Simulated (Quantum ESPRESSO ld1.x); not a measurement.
Values are calculated unless marked as measured or tabulated.
All-electron atom: N2+ in [He] 2s2 2p1. Level of theory: scalar-relativistic Kohn-Sham, PBE, spin-unpolarised, spherical densities, point nucleus (ld1.x of Quantum ESPRESSO 7.5).

Unscreened Slater integrals over Kohn-Sham orbitals (cm^-1).

F0(2p,2p): 176500
F2(2p,2p): 82092
F0(2p,2s): 172240
G1(2p,2s): 105260
F0(2p,1s): 247020
G1(2p,1s): 29759
F0(2s,2s): 169740
F0(2s,1s): 238710
G0(2s,1s): 18984
F0(1s,1s): 902180

Derived for the open shells (J is the average intra-shell exchange parameter used in DFT+U). 2p: J = F2/5 = 16420 cm^-1.
